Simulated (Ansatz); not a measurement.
Born–Oppenheimer molecular dynamics of FH5W (7 atoms, charge 0, multiplicity 1). It starts from a relaxed structure.

Level of theory: Ansatz, RHF/def2-TZVP.

- ensemble: NVE (velocity Verlet)
- time step: 1 fs
- steps asked: 100
- starting velocities drawn for: 700 K
- masses: H 3.016 u
- seed: 977490

First frame:

```xyz
7
Properties=species:S:1:pos:R:3
W 0.000 0.000 0.451
F 0.000 0.000 2.374
H 1.470 0.000 -0.365
H 0.000 1.470 -0.365
H -1.470 0.000 -0.365
H 0.000 -1.470 -0.365
H 0.000 0.000 -1.236
```

Problem. How far do the bonds stretch over the last three quarters of this one trajectory? (Pairs bonded in most of those frames.)

Solution. 
```tsv
bond	mean (Å)	spread (Å)	shortest	longest
W1–F2	1.908	0.011	1.88	1.93
W1–H3	1.720	0.054	1.64	1.81
W1–H4	1.683	0.055	1.59	1.77
W1–H5	1.672	0.016	1.64	1.70
W1–H6	1.708	0.071	1.59	1.81
W1–H7	1.679	0.050	1.59	1.75
```

Mean temperature of the second half: 609 K. The conserved energy stayed within 0.5 meV per atom of its start (net change 0.33 meV per atom), so the integration is sound. A run of 0.1 ps of so small a system gives no equilibrium averages.

Run time: 2.9 min on 1 thread of Arm Neoverse V1, on a shared host, peak memory 0.16 GiB.
